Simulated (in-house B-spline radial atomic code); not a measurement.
# Response and correlation of Al³⁺

Closed shell [He] 2s2 2p6. Computed with a B-spline radial code for spherical atoms: Dirac-Hartree-Fock, relativistic RPA (time-dependent Dirac-Hartree-Fock) for the response and second-order many-body perturbation theory for correlation, no-pair Dirac-Coulomb Hamiltonian, finite nucleus.

Command:
```bash
python run_mb.py task.json out
```
Settings (nuclear radius in fm, box in bohr, cutoff in hartree):
```
basis_form          2
Z                   13
core_configuration  [He] 2s2 2p6
rms_radius          3.061
mass_number         27
speed_of_light      137.036
box_radius          14.844
lmax                7
intervals           65
virtual_cutoff      4225.0
```

Cost of the run: 0.9 s on 1 thread of Intel(R) Xeon(R) 6975P-C, with other jobs on the host.

```
multipole (bohr³, bohr⁵, bohr⁷)  uncoupled  coupled RPA
                         dipole    0.24613      0.26489
                     quadrupole    0.18473            ?
                       octupole    0.26237      0.30265
```

Q: What is the coupled quadrupole polarisability?

A: 0.21561 atomic units, +17 % against the uncoupled value.

Q: Which subshells carry the dipole polarisability?

A: 2p3/2 62.1 %, 2p1/2 30.6 %, 2s1/2 7.2 %.

Q: What does the dipole shielding factor come to?

A: The dipole shielding factor is 0.769, against the exact N/Z = 10/13 = 0.769 of the non-relativistic theorem.

Dipole polarisability at imaginary frequency:

| u (Eh) | α(iu) (bohr³) |
| --- | --- |
| 0 | 0.2649 |
| 0.4 | 0.2625 |
| 1.2 | 0.2452 |
| 2.4 | 0.2031 |
| 4 | 0.1485 |
| 8 | 0.07125 |
| 16 | 0.02534 |
| 40 | 0.005033 |

Q: What dispersion coefficients follow for two such ions (the dispersion part alone)?

A: C6 = (3/π)∫α(iu)²du = 0.2437 hartree·bohr⁶ and C8 = 1.024 hartree·bohr⁸.

Lowest J = 1 odd-parity excitations:

```tsv
energy (eV)	oscillator strength	leading channel	weight
77.852	0.0121	2p3/2 → s1/2	0.55
78.881	0.236	2p1/2 → s1/2	0.55
95.596	0.00249	2p3/2 → d3/2	0.604
96.688	0.11	2p3/2 → d3/2	0.388
97.273	0.675	2p1/2 → d3/2	0.688
101.02	0.0151	2p3/2 → s1/2	0.894
101.49	0.03	2p1/2 → s1/2	0.894
107.12	0.00241	2p3/2 → d3/2	0.669
```

Second-order correlation energy by the highest angular momentum of the excited pair (hartree): s -0.01895, p -0.1484, d -0.1476, f -0.04246, g -0.0167, h -0.006422, i -0.002985, k -0.001567.

Q: What is the second-order correlation energy at the partial-wave limit?

A: The listed waves sum to -0.38507 hartree; extrapolating the increments as (l + 1/2)⁻⁴ gives -0.38827 hartree, -1.06 eV per electron.
